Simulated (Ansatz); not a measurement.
`[SiH3]B[CH2][InH2]` + `OBF` → `FB[O][InH2]` + `CB[SiH3]` at 500 K and 1 bar (ligand exchange at the In–C bond).

Computed with Ansatz on PBE0-D4/def2-TZVP structures; ΔE is electronic, products minus reactants. CBS: MP2 limit from def2 TZ/QZ plus the TZ coupled-cluster correction, frozen cores. This one scheme is used for every species. def2 core potentials past Kr. For In outer-core shells are correlated without core-valence functions, which leaves a few kJ/mol of doubt a bond. One conformer a species, not always the lowest.

```json
{"species": "`[SiH3]B[CH2][InH2]`", "CCSD(T)/CBS energy (Eh)": "-546.51356", "H − E (kJ/mol)": "253.0", "S (J/(mol·K))": "440.7"}
{"species": "`OBF`", "CCSD(T)/CBS energy (Eh)": "-201.07426", "H − E (kJ/mol)": "102.6", "S (J/(mol·K))": "282.2"}
{"species": "`FB[O][InH2]`", "CCSD(T)/CBS energy (Eh)": "-391.48685", "H − E (kJ/mol)": "121.8", "S (J/(mol·K))": "384.1"}
{"species": "`CB[SiH3]`", "CCSD(T)/CBS energy (Eh)": "-356.10570", "H − E (kJ/mol)": "230.4", "S (J/(mol·K))": "372.1"}
```

H − E and S are ideal-gas, rigid-rotor, harmonic terms from PBE0-D4/def2-TZVP, for one conformer and one mirror image of each species. 1 Eh = 2625.50 kJ/mol, R = 8.31446 J/(mol·K).

By hand: ΔE, ΔH, ΔS and ΔG.

ΔE = (-391.48685) + (-356.10570) − (-546.51356) − (-201.07426) = -0.00473 Eh = -12.4 kJ/mol. Δ(H − E) = 121.8 + 230.4 − 253.0 − 102.6 = -3.4, so ΔH = -15.8 kJ/mol. ΔS = 384.1 + 372.1 − 440.7 − 282.2 = 33.3 J/(mol·K). ΔG = -15.8 − 500 × (33.3)/1000 = -32.5 kJ/mol.

By hand: the equilibrium constant, and the temperature at which ΔG would vanish if ΔH and ΔS stayed fixed.

log₁₀ K = −ΔG/(RT ln 10) = 3.4. ΔH and −TΔS have one sign here, so there is no such temperature.

TΔS isn't small against ΔH here. A doubt of 5 kJ/mol in ΔE shifts log₁₀ K by 0.5 here. Other conformers and mirror images would add mixing entropy, several J/(mol·K) or more a flexible species. Modes under 60 cm⁻¹, often nearly free rotors, make the harmonic entropy too high. These are equilibria of isolated gas molecules and say nothing of rates. Largest T1 diagnostic: 0.016 (customary marks: 0.02 for closed shells, 0.045 for open ones).
